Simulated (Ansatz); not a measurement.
Cost and result for the atomization energy of BClGaH5Si (`[SiH3][B](Cl)[GaH2]`) (9 atoms, 8 bonds).

```xyz
9

Si    1.496   -0.674   -0.101
B    -0.185    0.098    0.709
Cl   -0.308    0.187    2.457
Ga   -1.816    0.810   -0.385
H     1.119   -1.848   -0.941
H     2.095    0.342   -1.013
H     2.516   -1.096    0.896
H    -3.008   -0.135   -0.788
H    -1.908    2.316   -0.833
```

The species carries charge 0 and has multiplicity 1. Correlated methods include outer-core shells of Ga, which these sets cover unevenly. Scalar relativity is left out up to krypton. The geometry is a stationary point of PBE0-D4/def2-TZVP. Program: Ansatz. All runs use 4 threads of an Arm Neoverse N1 on a shared host. Times are those of one run each, without the atoms' runs, and a repeat can differ threefold. Electronic energies, without spin–orbit coupling; frozen cores. CCSD(T)/CBS adds CCSD(T) − MP2 in def2-TZVPP to the MP2 limit, and its time is that of the two runs behind it. T1 = 0.015. With those shells the extrapolation isn't a true limit. B3LYP takes the VWN-RPA correlation (the form of Gaussian; ORCA's B3LYP/G). HSE06 is the plane-wave form, built on full-range PBE exchange.

CCSD(T)/CBS is a level of theory with its own doubt, some kJ/mol a heavy atom from the limit and from the frozen cores, so smaller differences don't rank the functionals.

| level | functions | wall time | atomization (kJ/mol) | difference from CCSD(T)/CBS | per bond |
| --- | --- | --- | --- | --- | --- |
| LDA (SPW92)/def2-TZVPP | 233 | 2 s | 2766.7 | 302.1 | 37.8 |
| BLYP-D4/def2-TZVPP | 233 | 3.3 s | 2421.3 | -43.3 | -5.4 |
| PBE-D4/def2-TZVPP (with forces) | 233 | 3.9 s | 2465.3 | 0.7 | 0.1 |
| PBE0-D4/def2-TZVPP | 233 | 5.5 s | 2456.5 | -8.1 | -1.0 |
| HSE06-D4/def2-TZVPP | 233 | 6 s | 2457.3 | -7.3 | -0.9 |
| BHLYP-D4/def2-TZVPP | 233 | 6 s | 2427.4 | -37.2 | -4.7 |
| CCSD(T)/def2-SVP | 107 | 7 s | 2323.6 | -141.0 | -17.6 |
| B3LYP-D4/def2-TZVPP (with forces) | 233 | 8 s | 2451.7 | -12.9 | -1.6 |
| PBE-QIDH/def2-TZVPP | 233 | 9 s | 2456.8 | -7.8 | -1.0 |
| B97M-V/def2-TZVPP | 233 | 17 s | 2507.5 | 42.9 | 5.4 |
| MP2/def2-QZVPP | 436 | 34 s | 2449.6 | -15.0 | -1.9 |
| CCSD(T)/def2-TZVPP | 233 | 2.8 min | 2413.2 | -51.4 | -6.4 |
| CCSD(T)/CBS(def2) | – | 3.3 min | 2464.6 | 0.0 | 0.0 |

From r2SCAN to r2SCAN0 (25 % exact exchange), in def2-TZVPP and without D4, the atomization energy moves by −24.8 kJ/mol: exact exchange takes away binding that semilocal exchange gives to molecules. In def2-TZVPP, CCSD(T) changes the Hartree–Fock value by +538.9 kJ/mol (the triples alone add +30.6 kJ/mol) and MP2 by +545.1 kJ/mol; breaking electron pairs costs correlation energy, which Hartree–Fock lacks. The D4 term adds +36.5 kJ/mol with B3LYP and +19.1 kJ/mol with PBE0; it sums over pairs of atoms, weighted by their polarisabilities, and B3LYP, whose exchange is more repulsive, gets the larger term.
